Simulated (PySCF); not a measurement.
Compound: C4H3F4O (doublet state).
Z-matrix (Å and degrees, GFN2-xTB geometry), rows numbered from 1:
```
F 
C   1  1.3252
C   2  1.4813  1  123.82
F   3  1.3798  2  113.16  1    73.85
C   3  1.5370  2  101.28  1  -167.73
O   5  1.4265  3  107.08  2    17.06
C   6  1.3588  5  111.59  3   -20.68
F   7  1.3552  2  113.29  1    35.70
F   7  1.3669  2  112.54  1   -81.72
H   3  1.1020  2  112.86  1   -45.23
H   5  1.0961  3  109.26  2  -101.85
H   5  1.0900  3  113.75  2   135.08
```

The hyperfine couplings belong to this conformer and change with its torsions.

As a line formula: `F[C]1[C@@H](F)COC1(F)F` [radical].

The calculation used PySCF 2.14.0, UKS B3LYP, pcH-1 on C F H O, non-relativistic, mean-field spin-orbit, GIAO. Geometry: GFN2-xTB, one conformer, isolated molecule. Couplings are sensitive to structure, and on GFN2-xTB geometries they can be far from those on DFT ones. The SCF solution wasn't tested for stability.

(1) Match the computed a_iso(19F) values +213.7, +170.9, +77.6, +49.3 MHz with the sites F1; F4; F8; F9.

## Answers

(1) 
| site | a_iso (MHz) | ρ(0) (bohr⁻³) | position | distance from C2 (Å) | bound to | spin population there | largest \|T\| (MHz) |
| --- | --- | --- | --- | --- | --- | --- | --- |
| F1 | +170.9 | +0.0406 | 1 bond from C2 | 1.33 | C2 | +0.85 | 524.3 |
| F4 | +213.7 | +0.0508 | 2 bonds from C2 | 2.39 | C3 | -0.03 | 127.2 |
| F8 | +49.3 | +0.0117 | 2 bonds from C2 | 2.38 | C7 | -0.02 | 83.5 |
| F9 | +77.6 | +0.0184 | 2 bonds from C2 | 2.38 | C7 | -0.02 | 107.6 |

ρ(0) is the spin density at the nucleus and T the dipolar tensor. Largest spin populations (Mulliken): C2 (+0.85) and F1 (+0.08). C2 is the only atom above +0.15. The angles at C2 add up to 356.4°, so it is nearly planar.
